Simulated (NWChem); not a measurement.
The numbers come from NWChem runs, not from measurements. System: ditellurium (Te₂), charge 0, spin multiplicity 3, at a geometry optimised with UPBE0/def2-SVP with def2 effective core potentials on Te. Its SCF solution wasn't tested for a lower state. Level: UMP2/def2-TZVPD with def2 effective core potentials on Te, 8 core orbitals frozen.

The NWChem input:

```
start mol
memory heap 200 mb stack 800 mb global 1000 mb
geometry units angstroms nocenter noautoz
  Te     0.000000     0.000000     1.281805
  Te     0.000000     0.000000    -1.281805
  symmetry group D2h
end
basis spherical
  * library def2-tzvpd
end
ecp
  Te library def2-ecp
end
scf
  uhf
  nopen 2
  maxiter 100
  thresh 1e-7
  semidirect memsize 60000000 filesize 0
  # guess.movecs holds the orbitals of an unrestricted PBE0 run
  vectors input guess.movecs output mol.movecs
end
mp2
  freeze core 8
end
task mp2 energy
```

NWChem printed:

```
             Northwest Computational Chemistry Package (NWChem) 7.3.0
             --------------------------------------------------------

                                NWChem Input Module
                                -------------------

 Scaling coordinates for geometry "geometry" by  1.889725989
 (inverse scale =  0.529177249)

 Turning off AUTOSYM since
 SYMMETRY directive was detected!

                             Geometry "geometry" -> ""
                             -------------------------

 Output coordinates in angstroms (scale by  1.889725989 to convert to a.u.)

  No.       Tag          Charge          X              Y              Z
 ---- ---------------- ---------- -------------- -------------- --------------
    1 Te                  52.0000     0.00000000     0.00000000     1.28180500
    2 Te                  52.0000     0.00000000     0.00000000    -1.28180500

 Effective nuclear repulsion energy (a.u.)     558.1563815460

            Nuclear Dipole moment (a.u.)
            ----------------------------
        X                 Y               Z
 ---------------- ---------------- ----------------
     0.0000000000     0.0000000000     0.0000000000

      Symmetry information
      --------------------

 Group name             D2h
 Group number             26
 Group order               8
 No. of unique centers     1

      Symmetry unique atoms

     1


 Summary of "ao basis" -> "" (spherical)
 ------------------------------------------------------------------------------
       Tag                 Description            Shells   Functions and Types
 ---------------- ------------------------------  ------  ---------------------
 *                         def2-tzvpd                 on all atoms

 Summary of "ao basis" -> "ao basis" (spherical)
 ------------------------------------------------------------------------------
       Tag                 Description            Shells   Functions and Types
 ---------------- ------------------------------  ------  ---------------------
 Te                        def2-tzvpd               19       59   7s6p4d2f

                                 NWChem SCF Module
                                 -----------------

  ao basis        = "ao basis"
  functions       =   118
  atoms           =     2
  alpha electrons =    25
  beta  electrons =    23
  charge          =   0.00
  wavefunction    = UHF
  use symmetry    = T
  symmetry adapt  = T

 Summary of "ao basis" -> "ao basis" (spherical)
 ------------------------------------------------------------------------------
       Tag                 Description            Shells   Functions and Types
 ---------------- ------------------------------  ------  ---------------------
 Te                        def2-tzvpd               19       59   7s6p4d2f

      Symmetry analysis of basis
      --------------------------

        ag         25
        au          6
        b1g         6
        b1u        25
        b2g        14
        b2u        14
        b3g        14
        b3u        14

 Forming initial guess at       0.2s

   Symmetry analysis of molecular orbitals - initial alpha
   -------------------------------------------------------

  Numbering of irreducible representations:

     1 ag          2 au          3 b1g         4 b1u         5 b2g
     6 b2u         7 b3g         8 b3u

  Orbital symmetries:

     1 ag          2 b1u         3 ag          4 b1u         5 b3u
     6 b2u         7 b3g         8 b2g         9 ag         10 b3u
[...]
    1 Te  24    12.50   0.14 -0.42  0.78  0.50  0.55  0.43  0.00 -0.26  3.24  0.66  1.43  0.41  0.00  4.53  0.46  0.05 -0.02  0.01  0.00
    2 Te  24    12.50   0.14 -0.42  0.78  0.50  0.55  0.43  0.00 -0.26  3.24  0.66  1.43  0.41  0.00  4.53  0.46  0.05 -0.02  0.01  0.00

   Mulliken analysis of the beta density
   -------------------------------------

    Atom       Charge   Shell Charges
 -----------   ------   -------------------------------------------------------
    1 Te  24    11.50   0.14 -0.42  0.78  0.50  0.54  0.42  0.02 -0.25  3.22  0.36  0.81  0.30  0.00  4.56  0.44  0.06  0.00  0.01  0.00
    2 Te  24    11.50   0.14 -0.42  0.78  0.50  0.54  0.42  0.02 -0.25  3.22  0.36  0.81  0.30  0.00  4.56  0.44  0.06  0.00  0.01  0.00

   Mulliken analysis of the spin density
   -------------------------------------

    Atom       Charge   Shell Charges
 -----------   ------   -------------------------------------------------------
    1 Te  24     1.00  -0.00  0.00  0.00 -0.00  0.02  0.01 -0.02 -0.01  0.02  0.30  0.62  0.11 -0.00 -0.02  0.02 -0.01 -0.02 -0.00 -0.00
    2 Te  24     1.00  -0.00  0.00  0.00 -0.00  0.02  0.01 -0.02 -0.01  0.02  0.30  0.62  0.11 -0.00 -0.02  0.02 -0.01 -0.02 -0.00 -0.00

       Multipole analysis of the density wrt the origin
       ------------------------------------------------

     L   x y z        total         alpha         beta         nuclear
     -   - - -        -----         -----         ----         -------
     0   0 0 0      0.000000    -25.000000    -23.000000     48.000000

     1   1 0 0     -0.000000      0.000000     -0.000000      0.000000
     1   0 1 0     -0.000000      0.000000     -0.000000      0.000000
     1   0 0 1     -0.000000      0.000000     -0.000000      0.000000

     2   2 0 0    -40.618304    -23.204043    -17.414260      0.000000
     2   1 1 0      0.000000      0.000000      0.000000      0.000000
     2   1 0 1     -0.000000     -0.000000      0.000000      0.000000
     2   0 2 0    -40.618304    -23.204043    -17.414260      0.000000
     2   0 1 1     -0.000000     -0.000000     -0.000000      0.000000
     2   0 0 2    -36.627820   -168.854853   -149.405507    281.632540

                   NWChem MP2 Semi-direct Energy/Gradient Module
                   ---------------------------------------------

  Basis functions       =    118
  Molecular orbitals    =    118
  Frozen core           =      8
  Frozen virtuals       =      0
  Active alpha occupied =     17
  Active beta occupied  =     15
  Active alpha virtual  =     93
  Active beta virtual   =     95
  Use MO symmetry       = T
  Use skeleton AO sym   = T

  AO/Fock/Back tols     =   1.0D-09  1.0D-09  1.0D-09

 GA uses MA = F    GA memory limited = T

 Available:
  local mem=  1.15D+08
 global mem=  1.31D+08
 local disk=  0.00D+00
  mp2_memr nvloc                    93
  nvloc new                    93
   1 passes of  17:        5242880                     107423                  37173268.
   1 passes of  17: M    114672967           G      131044152           F     109430087.

 Semi-direct pass number   1 of   1  for UHF alpha       at        3.7s
  vrange nnbf                  6911
  mp2_eaftype                   141  avail_ma_in_mb                   999
 EAF : mp2_eaftype filesize         141   18586634.
  mp2_eaf for mointskh                    141
Node 0 wrote     87.4 Mb in      0.1 s     Agg I/O rate:  1272.0 Mb/s
 Done moints_semi at       12.3s
  mp2_eaftype                   141  avail_ma_in_mb                   858
 EAF : mp2_eaftype filesize         141   18586634.
  mp2_eaf for kh                   141
 Done maket at       13.0s
 Done multipass loop at       13.0s

 GA uses MA = F    GA memory limited = T

 Available:
  local mem=  1.15D+08
 global mem=  1.31D+08
 local disk=  0.00D+00
  mp2_memr nvloc                    95
  nvloc new                    95
   1 passes of  15:        5242880                      99626                  33507673.
   1 passes of  15: M    114672967           G      131044152           F     109430087.

 Semi-direct pass number   1 of   1  for UHF beta        at       13.1s
  vrange nnbf                  6911
  mp2_eaftype                   127  avail_ma_in_mb                   999
 EAF : mp2_eaftype filesize         127   16753837.
  mp2_eaf for mointskh                    127
Node 0 wrote     78.8 Mb in      0.0 s     Agg I/O rate:  2085.8 Mb/s
 Done moints_semi at       21.0s
  mp2_eaftype                   127  avail_ma_in_mb                   872
 EAF : mp2_eaftype filesize         127   16753837.
  mp2_eaf for kh                   127
 Done maket at       21.7s
 Done multipass loop at       21.7s

          -------------------------------------------
          SCF energy                -534.045805052503
          Correlation energy          -0.895576604495
          Singlet pairs                0.000000000000
          Triplet pairs                0.000000000000
          Total MP2 energy          -534.941381656998
          -------------------------------------------

          ---------------------------------------------------
                    Spin Component Scaled (SCS) MP2
          Same spin pairs                     -0.336061621458
          Same spin scaling factor             0.333333333333
          Opposite spin pairs                 -0.559514983036
          Opposite spin scaling fact.          1.200000000000
          SCS-MP2 correlation energy          -0.783438520130
          Total SCS-MP2 energy              -534.829243572633
          ---------------------------------------------------

 -----------------------
 Performance information
 -----------------------

 Timer overhead =  2.41D-07 seconds/call

               Nr. of calls         CPU time (s)                 Wall time (s)                GFlops
             ---------------    -------------------     ------------------------------   -------------------
Name         Min   Avg   Max    Min     Avg     Max     Min     Avg     Max   Mx/calls   Min     Max     Sum
mp2: moin     2     2     2    17.     17.     17.      17.     17.     17.     8.3      0.0     0.0     0.0
mp2: make     2     2     2    1.3     1.3     1.3      1.3     1.3     1.3    0.66      0.0     0.0     0.0
mp2: tota     1     1     1    18.     18.     18.      18.     18.     18.     18.      0.0     0.0     0.0

 The average no. of pstat calls per process was 5.00D+00
 with a timing overhead of 1.20D-06s

 Task  times  cpu:       21.6s     wall:       21.6s

 Total times  cpu:       21.7s     wall:       21.7s
```
